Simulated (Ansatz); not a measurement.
Consider the formal exchange of groups at a Te–Si bond: `O[SiH2][TeH]` + `COC=S` → `COC(=S)[TeH]` + `O[SiH3]`.

Computed with Ansatz on PBE0-D4/def2-TZVP structures; ΔE is electronic, products minus reactants. CCSD(T)/CBS is the MP2 limit (def2-TZVPP, def2-QZVPP) plus CCSD(T) − MP2 in def2-TZVPP, frozen cores. DFT in def2-TZVPP. B3LYP here is the variant with VWN-RPA as its local correlation; programs differ in this. Elements past krypton have def2 core potentials. For Te outer-core shells are correlated without core-valence functions, which leaves a few kJ/mol of doubt a bond. Each species was taken in one conformer, which may not be the lowest.

`O[SiH2][TeH]`:

Z-matrix (Å, degrees):
```
Si
Te 1 2.499
O 1 1.643 2 113.5
H 1 1.478 2 108.1 3 116.6
H 1 1.485 2 106.3 3 -123.7
H 2 1.657 1 91.0 3 97.5
H 3 0.959 1 117.4 2 -44.3
```

`COC=S`:

Cartesian coordinates in Å:
```
C 0.640 0.081 0.858
O -0.242 0.727 -0.057
C -0.765 -0.034 -1.004
S -1.781 0.501 -2.132
H 0.969 0.848 1.555
H 0.119 -0.710 1.402
H 1.505 -0.332 0.333
H -0.444 -1.080 -0.955
```

`COC(=S)[TeH]`:

Z-matrix (Å, degrees):
```
C
O 1 1.420
H 1 1.092 2 110.6
H 1 1.088 2 105.5 3 118.7
H 1 1.092 2 110.6 3 -122.5
C 2 1.317 1 122.0 3 61.3
Te 6 2.118 2 124.0 1 -0.1
S 6 1.623 2 121.9 1 179.9
H 7 1.669 6 101.9 2 -0.1
```

`O[SiH3]`:

Cartesian coordinates in Å:
```
O -0.882 0.397 0.841
Si 0.355 0.003 -0.173
H -1.703 -0.089 0.755
H 0.774 -1.416 -0.004
H 1.475 0.904 0.183
H -0.019 0.202 -1.601
```

(1) Is it downhill or uphill in electronic energy at CCSD(T)/CBS, and by how much? (An estimate is asked.)

(2) What do these levels give: r2SCAN-D4, PBE0-D4, B3LYP-D4, ωB97X-V, B2PLYP, PBE, r2SCAN, PBE0, HF/def2-TZVPP, CCSD/def2-TZVPP, HF/def2-QZVPP, HF/CBS(def2)? (An estimate is asked.)

Largest T1 diagnostic among the species: 0.017.

## Answers

(1) Computed: Uphill: ΔE = +0.93 eV.

(2) Computed: r2SCAN-D4 0.92, PBE0-D4 0.99, B3LYP-D4 0.90, ωB97X-V 1.01, B2PLYP 0.94, PBE 0.93, r2SCAN 0.93, PBE0 1.03, HF/def2-TZVPP 1.22, CCSD/def2-TZVPP 1.01, HF/def2-QZVPP 1.21, HF/CBS(def2) 1.21 eV.

From PBE to PBE0 (25 % exact exchange), in def2-TZVPP and without D4, ΔE moves by +0.10 eV. The D4 term adds −0.08 eV with B3LYP and −0.04 eV with PBE0; it sums over pairs of atoms, weighted by their polarisabilities, and B3LYP, whose exchange is more repulsive, gets the larger term. In def2-TZVPP, CCSD(T) changes the Hartree–Fock value by −0.28 eV (the triples alone add −0.07 eV) and MP2 by −0.33 eV.
